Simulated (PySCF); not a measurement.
Atoms are numbered as in `[O:1]=[C:2]([OH:3])[SiH2:4][O:5][SiH3:6]`. Each H is labelled by its parent atom.

[PySCF 2.14: geometry: GFN2-xTB; NMR shieldings at PBE0/pcSseg-1/GIAO; one conformer; fast rotation and ring inversion assumed for equivalent nuclei; no relativistic terms; gas phase]

Scale: 13C (186.93 ppm), 1H (31.72 ppm), 29Si (349.16 ppm) against TMS; 17O (336.08 ppm) vs H2O (reference shieldings calculated alike).

```tsv
atoms	nucleus	count	Hirshfeld charge	δ (ppm)
H(Si6)	1H	3	-0.08	5.28
Si6	29Si	1	0.40	?
C2	13C	1	0.12	186.2
O1	17O	1	-0.26	511.0
O5	17O	1	-0.30	1.2
H(Si4)	1H	2	-0.07	5.13
Si4	29Si	1	0.42	?
O3	17O	1	-0.18	232.4
H(O3)	1H	1	0.18	?
```

**Question.** Estimate the values marked ?.

**Answer.** 
- H(O3): 6.74 ppm, hydrogen on an acid hydroxyl oxygen; exchangeable, gas-phase position
- Si6: -38.1 ppm, silicon bonded to O, 3 H
- Si4: -54.7 ppm, silicon bonded to C, O, 2 H

The OH or NH signal is concentration- and solvent-dependent in practice; the value given is the gas-phase one. Shifts are as computed. Against solution values, carbons near 30 ppm lie about +3 ppm off and those near 130 ppm about +5 ppm. Of 1211 compounds with measured shifts, 218 miss one by over three times the rms of a fit or turn the order of signals round; such compounds aren't used in these exercises. In solution the two oxygens of a carboxylic acid exchange roles by proton transfer and give one 17O line. Hydrogen bonding in solution shields acid and N–H amide carbonyl oxygens by tens of ppm. The C=O carbon of an acid or of an amide with N–H lies up to 10 ppm further downfield in solution, through hydrogen bonding that the calculation lacks. Unscaled 17O shifts of doubly bonded oxygen tend to come out too high, by tens of ppm or more. Experimental scales use liquid or dissolved standards, which lie at an offset from isolated H2O (liquid H2O: subtract about 36 ppm).
